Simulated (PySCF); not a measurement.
Adding and removing an electron: SiAs

ROHF-MP2; basis Si def2-TZVPPD, As def2-TZVPPD; no relativity; PySCF 2.14. Neutral (ROHF): doublet (π ↑), Re = 2.177 Å, ωe = 506 cm⁻¹, De = 3.10 eV.

SiAs⁺ (UHF): triplet (π ↑↑), Re = 2.305 Å, ωe = 431 cm⁻¹, De = 2.55 eV to Si⁺ + As. The energies at the minima are -2523.41255 hartree for SiAs and -2523.09675 for SiAs⁺.

Question: Work out the adiabatic ionisation energy, without and with harmonic zero-point energies (1 hartree = 27.2114 eV, 1 eV = 8065.5 cm⁻¹), and the change of the bond length.

Answer: At MP2: 0.31580 hartree = 8.593 eV between the minima; the zero-point term (431.0 − 506.0)/2 cm⁻¹ = -0.005 eV makes it 8.589 eV. Re changes by +12.8 pm against the neutral. The electron leaves a π orbital, and the longer bond of the ion fits a bonding orbital, or a change in how ionic the bond is.

SiAs⁻ (RHF): singlet (closed shell), Re = 2.121 Å, ωe = 529 cm⁻¹. The energies at the minima are -2523.41255 hartree for SiAs and -2523.52116 for SiAs⁻.

Question: Work out the adiabatic electron affinity, without and with harmonic zero-point energies (1 hartree = 27.2114 eV, 1 eV = 8065.5 cm⁻¹), and the change of the bond length.

Answer: At MP2: 0.10861 hartree = 2.955 eV between the minima; the zero-point term (506.0 − 529.0)/2 cm⁻¹ = -0.001 eV makes it 2.954 eV. Re changes by -5.6 pm against the neutral. The electron enters a π orbital, and the shorter bond of the ion fits a bonding orbital, or a change in how ionic the bond is.

Correlated steps freeze 14 core orbitals. UHF and ROHF references stand side by side, which adds small steps between rows. For an ion De counts to the pair picked by the measured ionisation energies or electron affinities, which need not be the lowest pair at this level. States were picked by a PBE0 search and need not be the measured ground states.

Neutral and ion stand on different kinds of reference determinant, which adds to the error of the difference.
